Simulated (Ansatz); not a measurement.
Consider the ligand exchange at the Si–Cl bond: `O[Si](O)([SiH3])Cl` + HBr → `O[Si](O)([SiH3])Br` + HCl.

Computed with Ansatz on PBE0-D4/def2-TZVP structures; ΔE is electronic, products minus reactants. CCSD(T)/CBS adds triple-zeta CCSD(T) − MP2 to the extrapolated MP2 energy (def2 sets, frozen cores). This one scheme is used for every species. For Br outer-core shells are correlated without core-valence functions, which leaves a few kJ/mol of doubt a bond. Scalar relativity is left out up to krypton. One conformer a species, not always the lowest.

| level | ΔE (kJ/mol) |
| --- | --- |
| HF/def2-QZVPP | 7.2 |
| HF/CBS(def2) | 7.2 |

Task: What does CCSD(T)/CBS give? (Estimate.)

Result: Computed: +2.1 kJ/mol. The listed levels differ from it by 5.1, 5.1 kJ/mol.

Largest T1 diagnostic among the species: 0.012.

At CCSD(T), def2-SVP lies +5.4 kJ/mol from the extrapolated value and def2-TZVPP +2.0 kJ/mol. Leaving LDA and LC-ωPBE aside and taking each functional with its dispersion term where it has one, the values, not all of them listed here, spread over 5.7 kJ/mol, from HSE06-D4 to B97M-V.

CCSD(T)/CBS has its own doubt, a few kJ/mol and more with outer-core shells, so smaller differences from it don't rank the levels.
